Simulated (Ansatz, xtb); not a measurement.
Stretching the C5–H7 bond in C2H5Ga (SMILES C=[CH][GaH2]) (multiplicity 1 held, fragments rigid). Energies count from the point at 1.087 Å.
Geometry at that point (charge 0, multiplicity 1):
```csv
atom,x (Å),y (Å),z (Å)
Ga,-0.0872,0.1010,0.7331
H,-0.7654,1.5190,0.7893
H,0.2279,-0.7070,2.0423
C,0.3454,-0.6089,-1.0414
C,0.0737,0.0855,-2.1491
H,0.8153,-1.5827,-1.1577
H,0.3034,-0.2854,-3.1448
H,-0.3946,1.0646,-2.1111
```

Active spaces are followed from a long bond inwards. Levels need not reach the same state.

Correlated levels freeze the cores. Filled d and f shells under p-block atoms count as core.

Programs: Ansatz (an electronic-structure program); xtb for the GFN methods. Values without a source in brackets are computed. The GFN methods have no spin term and hold the electronic entropy of 300 K.

Problem. Give the energy at R = 3.479 Å at the level FIC-MRCISD+Q on CASSCF(2,2)/cc-pVDZ.

Solution. 456 kJ/mol

Problem. What is the computed energy at R = 3.479 Å (CASSCF(2,2)/cc-pVDZ)?

Solution. 428 kJ/mol

Problem. Estimate the energy at R = 3.479 Å that GFN2-xTB returns for this input.

Solution. 507 kJ/mol
